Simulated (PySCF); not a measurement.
## P (phosphorus, neutral) across methods

[Ne] 3s1 3p3 3d1, high-spin 6D determinant (an excited configuration). Calculation: PySCF 2.14, in aug-cc-pCVQZ-DK (10s9p7d5f3g, 134 functions); scalar relativity by spin-free X2C-1e.

| method | E (hartree) | mean ε 3s α (eV) | mean ε 3p α (eV) | mean ε 3d α (eV) | Σ⟨r²⟩ (bohr²) | ⟨S²⟩ |
| --- | --- | --- | --- | --- | --- | --- |
| LDA | -340.2963 | -18.592 | -9.545 | 0.091 | 43.08 | 8.750 |
| r2SCANh | -341.5715 | -20.455 | -10.510 | -0.110 | 42.69 | 8.750 |
| PBE0 | -341.4571 | -21.005 | -10.956 | -0.449 | 42.72 | 8.750 |
| r2SCAN | -341.5741 | -19.654 | -10.010 | 0.089 | 42.78 | 8.750 |
| M06-2X | -341.5521 | -22.388 | -11.964 | -0.898 | 43.20 | 8.750 |
| PW91 | -341.5723 | -18.694 | -9.572 | 0.042 | 42.96 | 8.750 |
| UHF | -341.08489 | -27.507 | -14.761 | -1.814 | 42.40 | 8.750 |

Q: Estimate the same row for PBE.

A: E (hartree) = -341.4268; mean ε 3s α (eV) = -18.662; mean ε 3p α (eV) = -9.541; mean ε 3d α (eV) = 0.062; Σ⟨r²⟩ (bohr²) = 43.09; ⟨S²⟩ = 8.750.

The outer electron is Rydberg-like, and this basis confines it to a smaller radius and binds it less than a complete one would.

The highest occupied level is positive at LDA, r2SCAN, PBE, PW91: only the finite basis holds that electron, which in a density functional comes from self-interaction.
